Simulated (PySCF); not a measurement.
# Orbital picture of CsSb

r²SCAN at R = 3.672 Å; basis Cs def2-SVPD with ECP46, Sb def2-SVPD with ECP28; scalar-relativistic core potentials; PySCF 2.14. State: ³Σ⁻ (triplet), unpaired electrons π ↑↑. Only the outer orbitals are listed, counted within each symmetry, core potentials removing the inner ones.

```
spin  orbital  occ.  ε (eV)  on Cs (%)            main shells (%)
   α       4σ     1  -28.16        100                   100 Cs s
   α       3π     1  -14.31        100                   100 Cs p
   α       3π     1  -14.31        100                   100 Cs p
   α       5σ     1  -14.11         97                    97 Cs p
   α       6σ     1  -11.56          2                    98 Sb s
   α       4π     1   -3.91          4                    96 Sb p
   α       4π     1   -3.91          4                    96 Sb p
   α       7σ     1   -3.27         13           87 Sb p, 10 Cs s
   α       8σ     0   -1.25         94           82 Cs s, 12 Cs p
   α       5π     0   -0.19         99           89 Cs p, 10 Cs d
   α       5π     0   -0.19         99           89 Cs p, 10 Cs d
   β       4σ     1  -28.16        100                   100 Cs s
   β       3π     1  -14.32        100                   100 Cs p
   β       3π     1  -14.32        100                   100 Cs p
   β       5σ     1  -14.11         98                    98 Cs p
   β       6σ     1   -9.85          1                    99 Sb s
   β       7σ     1   -2.73         28           72 Sb p, 23 Cs s
   β       4π     0   -1.69         14           86 Sb p, 10 Cs d
   β       4π     0   -1.69         14           86 Sb p, 10 Cs d
   β       8σ     0   -1.30         86  75 Cs s, 15 Sb p, 10 Cs p
```

Task: Which are the highest filled and the lowest empty level, where do they sit, and how wide is the gap?

Result: Highest filled β 7σ at -2.73 eV (in %: 72 Sb p, 23 Cs s); lowest empty β 4π at -1.69 eV (in %: 86 Sb p, 10 Cs d); the gap at r²SCAN is 1.04 eV.

* bond order (Mayer): 0.78
* ⟨S²⟩: 2.030
* charge on Cs (Mulliken, basis-dependent): 0.52
* charge on Cs (Löwdin, basis-dependent): 0.40
* dipole moment (positive dipole means Cs(−)Sb(+)): -10.15 D

Spin–orbit coupling is left out. The state was picked by a PBE0 search and need not be the measured ground state.
